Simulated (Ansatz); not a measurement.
Born–Oppenheimer molecular dynamics of FGaH₂N (5 atoms, charge -1, multiplicity 1). It starts at the highest image of a converged band. Of that band: Neighbouring images differ by up to 1.7 eV, so the band resolves the path poorly. A vibrational analysis at the climbing image gives one clearly imaginary mode, 1132i cm⁻¹: a first-order saddle point.

Method: RKS B3LYP-D4/def2-TZVP in Ansatz.

```yaml
ensemble: NVE (velocity Verlet)
time_step: 0.5 fs
steps_asked: 200
starting_velocities_drawn_for: 300 K
seed: 4342
```

First frame:

```xyz
5
Properties=species:S:1:pos:R:3
N -0.452 -1.028 -0.128
Ga 0.821 0.303 -0.387
F 0.170 2.055 -0.494
H -1.436 -0.730 -0.009
H 0.897 -0.600 1.018
```

(1) How far do the bonds stretch over the last three quarters of this one trajectory? (Pairs bonded in most of those frames.)

Results:

(1) 
```
  bond  mean (Å)  spread (Å)  shortest  longest
N1–Ga2     1.801       0.024      1.75     1.83
 N1–H4     1.046       0.020      1.00     1.09
Ga2–F3     1.865       0.023      1.82     1.90
Ga2–H5     1.720       0.109      1.51     1.93
```

Mean temperature of the second half: 2846 K. The conserved energy stayed within 0.25 meV per atom of its start (net change -0.078 meV per atom), so the integration is sound. The system heated up, since it started high on the potential surface and ran downhill. A run of 0.1 ps of so small a system gives no equilibrium averages. The orbitals stay closed-shell, which can raise the energy where a bond breaks towards radicals; this wasn't checked here. Limits of this set-up: an anion without diffuse functions, the dipole of an ion depends on the origin.

Run time: 5.9 min on 2 threads of Intel(R) Xeon(R) Platinum 8488C (Sapphire Rapids), with other jobs on the host, peak memory 0.24 GiB.
